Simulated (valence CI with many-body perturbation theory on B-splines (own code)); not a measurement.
Results of a calculation; reference values are marked as such.
S¹¹⁺: input, log and results

Level of theory: relativistic CI+MBPT: three valence electrons over a frozen Dirac-Fock core [He], a basis of 11 s, 11 p, 9 d, 7 f, 5 g, 2 h, 1 i functions for each j, with the one-electron correlation potential Σ1 (screened to all orders), the two-electron term Σ2, the three-electron term Σ3, Breit, model QED; selected single and double excitations, second order for the rest, scaled by the run's own slope (own B-spline code, finite nucleus).

Command, and the settings that its task file holds:

```sh
python run_cv.py task.json out
```

```
atom S  Z=16  mass_number=32  rms_radius_fm=3.2611
core [He]
valence 2s2 2p1
avg = 1
basis = L
breit = 1
cap = 40000
capref = 1200
cscale = 1
de = 0.0
dress = 0
eps = 2e-08
extrap = 1
h = 0.27
hh = 1
l2 = 3
lcore = 6
maxit = 60
n2 = 5
natural = 1
nlev = 60
nno = [7, 7, 6, 5, 4, 2, 1]
nroot = 26
nsp = [4, 4, 3, 2, 1, 0, 0]
pt2 = 1
qed = 1
rpa = 1
s1 = 1
s2 = 1
s3 = 1
screen = 1
tol = 2e-05
whole = 1
```

It took 95 s on 1 thread of Intel(R) Xeon(R) Processor @ 2.30GHz, on a shared host.

Log. The first blocks belong to the next ion, which gives the ionisation energy. Fields: 2J, parity (1 odd), roots, reference size, generating configurations, candidates as configurations/state functions, variational space P, stored matrix elements, Davidson steps; e2 is the range of second-order energies in hartree. The first line gives the box (bohr), its intervals, the orbitals and the steps of their self-consistent field. Window is the range of levels sought, series limit the energy at which the first omitted orbital would enter, core excitation an estimate of the first excitation out of the core, left out the lowest levels not solved, and shifts from estimates the range by which levels moved from their first estimate, all in cm⁻¹.

```
rmax 7.0 intervals 62 orbitals 81 references ['2s2 2p', '2s 2p2', '2p3'] scf 4 t 0.6
2J=0 par=0 roots 2 ref 18 generators 5 cand 332/332 P 350/350 nnz 0 it 0
2J=0 par=0 roots 2 ref 18 generators 6 cand 16/16 P 366/366 nnz 0 it 0
   second order: generators 15 cand 16/16 e2 -0.00000 -0.00000
reference levels 513, estimated 395, window 3052172 1/cm; series limit 3874115, core excitation 19311286
2J=1 par=1 roots 14 ref 48 generators 15 cand 3261/4918 P 5395/7999 nnz 5.9e+06 it 10
2J=1 par=1 roots 14 ref 48 generators 40 cand 1364/2082 P 6759/10081 nnz 9.2e+06 it 6
   second order: generators 105 cand 16731/25757 e2 -0.00005 -0.00000
2J=3 par=1 roots 18 ref 72 generators 17 cand 2046/4288 P 3971/7996 nnz 6.8e+06 it 7
2J=3 par=1 roots 18 ref 72 generators 46 cand 3657/7722 P 7628/15718 nnz 2.3e+07 it 7
   second order: generators 109 cand 22159/49552 e2 -0.00006 -0.00000
2J=1 par=0 roots 13 ref 50 generators 18 cand 3111/4771 P 5265/7896 nnz 5.9e+06 it 7
2J=1 par=0 roots 13 ref 50 generators 41 cand 1076/1655 P 6341/9551 nnz 8.4e+06 it 5
   second order: generators 93 cand 16853/25625 e2 -0.00003 -0.00000
2J=3 par=0 roots 15 ref 70 generators 17 cand 2182/4300 P 4053/7995 nnz 6.8e+06 it 9
2J=3 par=0 roots 15 ref 70 generators 36 cand 3044/6518 P 7097/14513 nnz 2e+07 it 9
   second order: generators 105 cand 21714/47437 e2 -0.00004 -0.00000
2J=5 par=0 roots 10 ref 66 generators 13 cand 2056/4286 P 3898/7991 nnz 6.7e+06 it 9
2J=5 par=0 roots 10 ref 66 generators 28 cand 3063/7255 P 6961/15246 nnz 2.2e+07 it 8
   second order: generators 78 cand 24581/64664 e2 -0.00003 -0.00000
2J=5 par=1 roots 12 ref 62 generators 11 cand 1844/4302 P 3640/7996 nnz 7.1e+06 it 11
2J=5 par=1 roots 12 ref 62 generators 32 cand 3782/8974 P 7422/16970 nnz 2.7e+07 it 9
   second order: generators 96 cand 25172/65028 e2 -0.00006 -0.00001
2J=7 par=0 roots 2 ref 41 generators 5 cand 2025/4700 P 3316/7223 nnz 5.9e+06 it 4
2J=7 par=0 roots 2 ref 41 generators 10 cand 983/2406 P 4299/9629 nnz 1e+07 it 4
   second order: generators 28 cand 19058/53510 e2 -0.00003 -0.00002
2J=7 par=1 roots 6 ref 43 generators 6 cand 2553/5934 P 3866/8536 nnz 7.9e+06 it 9
2J=7 par=1 roots 6 ref 43 generators 22 cand 2470/6243 P 6336/14779 nnz 2.2e+07 it 9
   second order: generators 66 cand 22371/64520 e2 -0.00006 -0.00001
2J=9 par=1 roots 2 ref 20 generators 2 cand 2024/4678 P 3197/7195 nnz 5.6e+06 it 4
2J=9 par=1 roots 2 ref 20 generators 8 cand 1011/2576 P 4208/9771 nnz 1e+07 it 4
   second order: generators 24 cand 15062/41508 e2 -0.00002 -0.00002
2J=9 par=0 roots 1 ref 23 generators 3 cand 915/2325 P 2431/5093 nnz 3.3e+06 it 4
2J=9 par=0 roots 1 ref 23 generators 7 cand 739/1886 P 3170/6979 nnz 6.3e+06 it 4
   second order: generators 16 cand 12494/35750 e2 -0.00002 -0.00002
left out: unestimated 4076810, estimated 3234217, shifts from estimates -138 to 137
operators 0.2
```

The Davidson iterations converged.

No measured levels were compared; by estimate levels of excited configurations hold to 0.05 to 0.15 % of their energy, terms of the ground configuration to about 0.5 %.

- Valence energy: -70.6882 hartree
- Ionisation energy: 564.37 eV (NIST: 564.41 eV (semi-empirical))
- Reference configurations for the orbitals: 2s2 2p, 2s 2p2, 2p3
- Radial orbitals: 81
- Box radius: 7.024 bohr
- Largest variational space: 16970
- Lowest levels: 2s2 2p 2P°_1/2 0, 2s2 2p 2P°_3/2 13134, 2s 2p2 4P_1/2 193820, 2s 2p2 4P_3/2 198610, 2s 2p2 4P_5/2 205310, 2s 2p2 2D_3/2 346780, 2s 2p2 2D_5/2 347050, 2s 2p2 2S_1/2 439790, 2s 2p2 2P_1/2 464970, 2s 2p2 2P_3/2 471630, 2p3 4S°_3/2 610080, 2p3 2D°_3/2 689980, 2p3 2D°_5/2 690500, 2p3 2P°_1/2 774210 cm⁻¹
